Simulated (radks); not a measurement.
Question: Species: Cd II. Configuration: [Kr] 4d10 5s1. All-electron calculation, Dirac Kohn-Sham, BLYP, spin-unpolarised, spherical densities, finite nucleus; Fermi nuclear charge, rms radius 4.6087 fm. Program: a radial shooting solver on a logarithmic mesh with Libxc functionals. Some entries of the table are withheld. Estimate them.

orbital,occ.,eigenvalue (hartree),<1/r> (bohr^-1)
1s1/2,2,-974.6397,50.64
2s1/2,2,-144.9318,11.69
2p1/2,2,-134.9634,(1)
2p3/2,4,-127.8868,(2)
3s1/2,2,-27.26448,4.104
3p1/2,2,-23.26863,4.011
3p3/2,4,-22.00518,3.831
3d3/2,4,-14.92805,3.671
3d5/2,6,-14.67127,3.624
4s1/2,2,(3),1.583
4p1/2,2,-2.92780,(4)
4p3/2,4,-2.71278,(5)
4d3/2,4,-0.76440,1.070
4d5/2,6,-0.73844,1.054
5s1/2,1,-0.48371,(6)

Answer: 
(1) 2p1/2 <1/r> (bohr^-1): 11.68
(2) 2p3/2 <1/r> (bohr^-1): 10.94
(3) 4s1/2 eigenvalue (hartree): -4.20937
(4) 4p1/2 <1/r> (bohr^-1): 1.461
(5) 4p3/2 <1/r> (bohr^-1): 1.403
(6) 5s1/2 <1/r> (bohr^-1): 0.4822
